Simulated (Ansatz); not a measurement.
Complex (SMILES): C#C (C2H2) with C[SiH3] (CH3-SiH3), atoms 1 to 4 the first; geometry from B3LYP-D3(BJ)/def2-TZVP, monomers rigid:
```xyz
12

C     -0.1165     0.4274    -0.3481
C     -0.5435    -0.4531     0.3410
H     -0.9236    -1.2325     0.9556
H      0.2711     1.2052    -0.9599
C      2.6297    -2.0608    -1.5202
Si     3.4368    -0.4101    -1.1513
H      2.6930    -2.2958    -2.5843
H      3.1200    -2.8641    -0.9671
H      1.5772    -2.0398    -1.2355
H      3.3716    -0.0937     0.2950
H      4.8630    -0.4218    -1.5626
H      2.7610     0.6825    -1.8956
```

The counterpoise-corrected interaction energy at CCSD(T) with Ansatz (an electronic-structure program), in kcal/mol, split into its Hartree-Fock and correlation parts. Cores are frozen. No added dispersion term, no relativity. Functions are those of the species that has most.

```tsv
basis	X	functions	Hartree-Fock	CCSD(T)
aug-cc-pV(D+d)Z	2	173	0.66	-1.11
aug-cc-pV(T+d)Z	3	377	0.65	-1.35
aug-cc-pV(Q+d)Z	4	697	0.64	-1.42
```

Worked estimate of the basis-set limit from each neighbouring pair, with Hartree-Fock from the larger set and the correlation part extrapolated as X^-3.
Correlation parts: X = 2: -1.77, X = 3: -2.00, X = 4: -2.06.
- (2,3): (27·(-2.00) - 8·(-1.77))/19 = -2.10; with Hartree-Fock 0.65 the estimate is -1.45 kcal/mol.
- (3,4): (64·(-2.06) - 27·(-2.00))/37 = -2.10; with Hartree-Fock 0.64 the estimate is -1.46 kcal/mol.
The last two estimates differ by 0.02 kcal/mol; the largest set lies 0.04 from the last. Over the last step Hartree-Fock moves by -0.01 and the correlation part by -0.06.
